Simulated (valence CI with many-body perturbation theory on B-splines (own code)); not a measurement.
E1 line list for La XXVII

Method: configuration interaction combined with many-body perturbation theory (CI+MBPT): three valence electrons over a frozen Dirac-Fock core [Ar] 3d10, a basis of 11 s, 11 p, 9 d, 7 f, 5 g, 2 h, 1 i functions for each j, with the one-electron correlation potential Σ1 (screened to all orders), the two-electron term Σ2, the three-electron term Σ3, Breit, model QED; selected single and double excitations, second order for the rest (own B-spline code, finite nucleus).

No measured spectrum was set against this ion. As an estimate, large intervals hold to a few tenths of a per cent, small ones and those within an open d or f shell to about a per cent.

Lines 51 to 100 of 276 in falling wavelength, among levels below 2375700 cm⁻¹, chosen from the strongest by gf and those to the six lowest levels. Wavelengths and rates use the calculated energies. Electric multipoles are in the length gauge, E1 and E2 with the static RPA response of the core. Weak lines are less certain than strong ones. Lines between different terms over intervals too small for the method are left out, as are lines whose strength nearly cancels. The highest levels of a list are the least certain.

Levels are named by their leading jj configuration (3d3/2^4 stands for four electrons in 3d with j = 3/2), which in mixed levels can hold well under half, so a name can repeat and another be missing. Letters in brackets count levels of one name in rising energy.

```csv
λ vac (nm),Upper,Lower,A (s⁻¹),S (a.u.) with core polarisation,S without
15.55,(4s 4p3/2 4d5/2) J=3/2 [a],(4s^2 4d3/2) J=3/2,2.71e+10,2.01e-01,2.17e-01
15.53,(4p1/2 4p3/2 4d5/2) J=7/2 [b],(4s 4p1/2 4d5/2) J=5/2 [b],1.75e+10,2.59e-01,2.80e-01
15.44,(4p1/2 4p3/2 4d5/2) J=5/2 [b],(4s 4p1/2 4d5/2) J=3/2,2.37e+10,2.59e-01,2.80e-01
15.44,(4p1/2 4p3/2 4d5/2) J=7/2 [a],(4s 4p1/2 4d5/2) J=5/2 [a],3.16e+10,4.59e-01,4.97e-01
15.17,(4s 4p3/2 4d5/2) J=7/2 [b],(4s^2 4d5/2) J=5/2,4.57e+10,6.30e-01,6.82e-01
15.16,(4p1/2 4p3/2 4d3/2) J=5/2 [a],(4s 4p1/2 4d3/2) J=5/2,1.93e+10,1.99e-01,2.15e-01
14.94,(4p3/2^2 4d3/2) J=3/2 [b],(4s 4p3/2 4d3/2) J=5/2 [b],2.76e+10,1.81e-01,1.96e-01
14.92,(4p1/2 4p3/2 4d5/2) J=9/2,(4s 4p1/2 4d5/2) J=7/2,2.18e+10,3.58e-01,3.87e-01
14.83,(4s 4p1/2 4d3/2) J=3/2 [a],(4s 4p1/2 4p3/2) J=3/2 [b],7.51e+09,4.84e-02,5.20e-02
14.75,(4p1/2 4p3/2 4d3/2) J=7/2,(4s 4p1/2 4d3/2) J=5/2,1.76e+10,2.24e-01,2.42e-01
14.73,(4p3/2^2 4d5/2) J=7/2,(4s 4p3/2 4d3/2) J=7/2,1.39e+10,1.75e-01,1.89e-01
14.72,(4s 4p1/2 4f7/2) J=7/2 [c],(4s 4p3/2 4d5/2) J=7/2 [a],7.61e+09,9.60e-02,1.04e-01
14.66,(4p1/2 4p3/2 4d5/2) J=1/2,(4s 4p1/2 4d5/2) J=3/2,3.04e+10,9.46e-02,1.02e-01
14.64,(4p1/2 4p3/2 4d5/2) J=5/2 [a],(4s 4p1/2 4d5/2) J=7/2,1.71e+10,1.59e-01,1.72e-01
14.61,(4s 4p3/2 4d3/2) J=5/2 [b],(4s^2 4d3/2) J=3/2,5.92e+10,5.46e-01,5.92e-01
14.55,(4p1/2 4p3/2^2) J=3/2,(4s 4p1/2 4p3/2) J=5/2,1.96e+10,1.19e-01,1.29e-01
14.49,(4s 4p1/2 4p3/2) J=3/2 [b],(4s^2 4p1/2) J=1/2,5.23e+10,3.14e-01,3.39e-01
14.48,(4p1/2 4p3/2 4d3/2) J=5/2 [a],(4s 4p1/2 4d3/2) J=3/2 [a],1.34e+10,1.21e-01,1.31e-01
14.43,(4p1/2 4p3/2^2) J=5/2,(4s 4p1/2 4p3/2) J=5/2,1.78e+10,1.58e-01,1.71e-01
14.32,(4p1/2 4p3/2^2) J=1/2,(4s 4p1/2 4p3/2) J=3/2 [b],8.55e+10,2.48e-01,2.67e-01
14.29,(4p1/2 4p3/2 4d5/2) J=3/2 [b],(4s 4p1/2 4d5/2) J=5/2 [b],5.68e+10,3.28e-01,3.54e-01
14.28,(4p3/2^2 4d3/2) J=3/2 [a],(4s 4p3/2 4d3/2) J=5/2 [a],1.96e+10,1.13e-01,1.22e-01
14.24,(4p3/2^2 4d3/2) J=5/2,(4s 4p3/2 4d3/2) J=5/2 [a],1.84e+10,1.57e-01,1.70e-01
14.21,(4p3/2^2 4d5/2) J=7/2,(4s 4p3/2 4d5/2) J=9/2,1.93e+10,2.19e-01,2.36e-01
14.20,(4p1/2 4p3/2 4d3/2) J=5/2 [b],(4s 4p1/2 4d3/2) J=3/2 [b],2.23e+10,1.90e-01,2.05e-01
14.20,(4p3/2^2 4d5/2) J=9/2,(4s 4p3/2 4d5/2) J=9/2,2.17e+10,3.06e-01,3.31e-01
14.19,(4p1/2 4p3/2 4d3/2) J=3/2 [b],(4s 4p1/2 4d3/2) J=1/2,1.55e+10,8.75e-02,9.45e-02
14.18,(4s 4p1/2 4d3/2) J=5/2,(4s 4p1/2 4p3/2) J=3/2 [b],1.01e+09,8.52e-03,9.31e-03
14.14,(4p1/2 4p3/2 4d3/2) J=5/2 [b],(4s 4p1/2 4d5/2) J=5/2 [a],1.65e+10,1.38e-01,1.49e-01
14.14,(4p1/2 4p3/2 4d3/2) J=3/2 [b],(4s 4p1/2 4d3/2) J=3/2 [b],2.59e+10,1.45e-01,1.56e-01
14.14,(4p1/2 4p3/2 4d3/2) J=3/2 [a],(4s 4p1/2 4d3/2) J=3/2 [a],4.45e+10,2.48e-01,2.68e-01
14.11,(4p1/2 4p3/2 4d3/2) J=1/2 [b],(4s 4p1/2 4d3/2) J=1/2,3.48e+10,9.64e-02,1.04e-01
14.10,(4s 4p3/2 4d3/2) J=1/2 [b],(4s^2 4d3/2) J=3/2,9.35e+10,2.59e-01,2.80e-01
14.06,(4p1/2 4p3/2 4d3/2) J=1/2 [a],(4s 4p1/2 4d3/2) J=3/2 [a],6.49e+10,1.78e-01,1.93e-01
14.05,(4p1/2^2 4p3/2) J=3/2,(4s 4p1/2^2) J=1/2,3.25e+10,1.78e-01,1.92e-01
14.04,(4p1/2 4p3/2 4d5/2) J=7/2 [b],(4s 4p1/2 4d5/2) J=7/2,1.86e+10,2.03e-01,2.19e-01
13.90,(4s 4p1/2 4p3/2) J=1/2,(4s^2 4p1/2) J=1/2,1.42e+11,3.76e-01,4.06e-01
13.90,(4s 4p3/2^2) J=1/2,(4s^2 4p3/2) J=3/2,9.95e+10,2.64e-01,2.85e-01
13.86,(4s 4p3/2 4d5/2) J=3/2 [b],(4s^2 4d5/2) J=5/2,1.19e+11,6.26e-01,6.76e-01
13.80,(4s 4p3/2^2) J=3/2,(4s^2 4p3/2) J=3/2,1.44e+11,7.48e-01,8.08e-01
13.76,(4p3/2^3) J=3/2,(4s 4p3/2^2) J=5/2,4.47e+10,2.30e-01,2.48e-01
13.75,(4p1/2 4p3/2^2) J=3/2,(4s 4p1/2 4p3/2) J=3/2 [a],5.10e+10,2.62e-01,2.83e-01
13.70,(4s 4p3/2 4d5/2) J=5/2 [b],(4s^2 4d5/2) J=5/2,9.41e+10,7.17e-01,7.75e-01
13.65,(4p1/2 4p3/2^2) J=5/2,(4s 4p1/2 4p3/2) J=3/2 [a],3.46e+08,2.60e-03,2.79e-03
13.56,(4s 4p1/2 4d3/2) J=3/2 [a],(4s 4p1/2 4p3/2) J=5/2,1.13e+08,5.54e-04,5.90e-04
13.55,(4p1/2 4p3/2 4d5/2) J=5/2 [a],(4s 4p1/2 4d3/2) J=5/2,2.77e+10,2.04e-01,2.20e-01
13.55,(4p1/2 4p3/2 4d5/2) J=5/2 [b],(4s 4p1/2 4d5/2) J=5/2 [a],1.57e+10,1.16e-01,1.25e-01
13.40,(4s 4p3/2 4d5/2) J=3/2 [a],(4s 4p3/2^2) J=3/2,3.12e+10,1.48e-01,1.60e-01
13.34,(4s 4p1/2 4f7/2) J=9/2,(4s 4p3/2 4d5/2) J=9/2,2.72e+10,3.19e-01,3.44e-01
13.29,(4p1/2 4p3/2 4d3/2) J=3/2 [a],(4p1/2 4p3/2^2) J=5/2,2.88e+10,1.34e-01,1.44e-01
```
